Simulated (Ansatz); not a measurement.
System: CaO, charge 0, singlet. CaO (SMILES [O]=[Ca]).
B3LYP-D3(BJ)/def2-TZVP minimum from Ansatz (a quantum-chemistry and plane-wave program):
```xyz
2

Ca     0.0000     0.0000    -0.5211
O      0.0000     0.0000     1.3028
```

Total energies in hartree (Ansatz). Radicals and triplets start from unrestricted determinants; spin-orbit coupling is neglected. Cores are frozen in correlated methods (noble-gas shells, and filled d and f shells in the p block). No relativity. Where a partner has so few electrons that a lower coupled-cluster level is exact, that level stands in. The T1 diagnostic of CaO ([O]=[Ca], singlet) reaches 0.056 in the sets run. The restricted determinant of Ca ([Ca], singlet) is unstable towards broken spin symmetry in at least one set run.

```tsv
species	HF/def2-TZVPP	CCSD(T)/def2-TZVPP	HF/def2-QZVPP	CCSD(T)/def2-QZVPP	CCSDT(Q)/def2-QZVPP
1: CaO (SMILES [O]=[Ca])	-751.56949	-751.87031	-751.59456	-751.91891	-751.92003
2: Ca (singlet)	-676.74580	-676.77415	-676.75791	-676.78670	-676.78670
3: O (triplet)	-74.81563	-74.97674	-74.81863	-74.99407	-74.99447
```

Task: Work out the atomisation energy (electronic, to ground-state atoms) in kcal/mol: take Hartree-Fock from def2-QZVPP, extrapolate the CCSD(T) correlation energy as X^-3 (X = 3, 4), and add CCSDT(Q) - CCSD(T) in def2-QZVPP. 1 hartree = 627.51 kcal/mol.

Result: 
Species 1: correlation (64·(-0.32435) - 27·(-0.30082))/37 = -0.34152; step -0.00112; E1 = -751.59456 + (-0.34152) + (-0.00112) = -751.93720
Species 2: correlation (64·(-0.02879) - 27·(-0.02835))/37 = -0.02911; step +0.00000; E2 = -676.75791 + (-0.02911) + (+0.00000) = -676.78702
Species 3: correlation (64·(-0.17544) - 27·(-0.16111))/37 = -0.18590; step -0.00040; E3 = -74.81863 + (-0.18590) + (-0.00040) = -75.00493
-1·E1 +1·E2 +1·E3 = 0.14525 hartree = 91.1 kcal/mol.
